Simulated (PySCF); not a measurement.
Two-photon absorption: `FB(F)c1ncccn1`, C4H3BF2N2

Geometry:
```csv
atom,x (Å),y (Å),z (Å)
F1,3.019,-1.369,0.355
B2,2.425,-0.229,0.093
F3,3.241,0.778,-0.113
C4,0.853,-0.081,0.031
N5,0.110,-1.166,0.258
C6,-1.203,-1.040,0.207
C7,-1.819,0.172,-0.074
C8,-0.967,1.246,-0.296
N9,0.346,1.123,-0.246
H10,-1.771,-1.942,0.397
H11,-2.892,0.273,-0.116
H12,-1.340,2.237,-0.523
```

Method: TDDFT B3LYP/def2-SVPD excited states, vertical, gas phase in PySCF. Geometry: GFN2-xTB.

(1) How strongly do the lowest singlets absorb one photon, and two photons of half the energy?

Results:

(1) δ for parallel linear polarisation; σ at the peak of a Lorentzian of half width 0.1 eV, single beam; Ω is circular over linear.
| state | E (eV) | f | photon λ (nm) | δ (au) | σ (GM) | Ω | main |
| --- | --- | --- | --- | --- | --- | --- | --- |
| S1 | 3.62 | 0.000 | 685 | 0.62 | 0.00 | 1.50 | HOMO→LUMO 1.00 |
| S2 | 4.15 | 0.004 | 598 | 0.88 | 0.01 | 1.50 | HOMO→LUMO+1 1.00 |
| S3 | 4.97 | 0.005 | 499 | 0.33 | 0.00 | 1.50 | HOMO−1→LUMO 0.99 |
| S4 | 5.52 | 0.000 | 449 | 1.76 | 0.02 | 1.50 | HOMO−1→LUMO+1 0.98 |
| S5 | 5.71 | 0.005 | 434 | 0.67 | 0.01 | 1.50 | HOMO−2→LUMO+1 0.52, HOMO−3→LUMO 0.47 |

Among these, the strongest one-photon state is S5, the strongest two-photon state S4, with a dipole change of 2.3 D (relaxed, norm of the difference vector).
